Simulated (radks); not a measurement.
Excited configurations of Rh39+: one electron is placed in a higher orbital outside [He] 2s2 2p1. The ground configuration is [He] 2s2 2p2. Method: scalar-relativistic Kohn-Sham, PBE, spin-polarised, spherical densities, finite nucleus; open shells are filled with parallel spins first (spin-orbit coupling, left out, can overturn this in heavy ions); Fermi nuclear charge, rms radius 4.4945 fm; computed with a radial shooting solver on a logarithmic mesh with Libxc functionals. Excitation = E - E(ground); binding = E(ion) - E, where the ion is the core of charge +40; n* = 40/sqrt(2 binding) in atomic units. These energies are relativistic, and a one-electron ion of charge +40 with no core already has n* below n in this formula (scalar-relativistic equation, point nucleus: 4s 3.965, 5d 4.989, 6d 5.988, 7p 6.976, 7d 6.987). The quantum defect is therefore taken as that value minus n*, so that it holds no relativistic shift of the bare ion.

outer orbital,excitation (eV),binding (eV),quantum defect,eigenvalue (eV)
4s,4418.6,1448.7,0.088,-1432.6
5d,4980.0,887.30,0.036,-877.13
6d,5251.7,615.57,0.041,-608.77
7p,5410.6,456.73,0.072,-452.25
7d,5415.3,451.96,0.047,-447.23

The Delta-SCF ionisation energy is 5867.3 eV (NIST Atomic Spectra Database: 5940 eV, semi-empirical). Self-interaction in the functional shifts the binding energies and quantum defects, so they are the method's values and not measured ones. Open shells are spherical and high-spin; term and fine-structure splittings are not resolved.
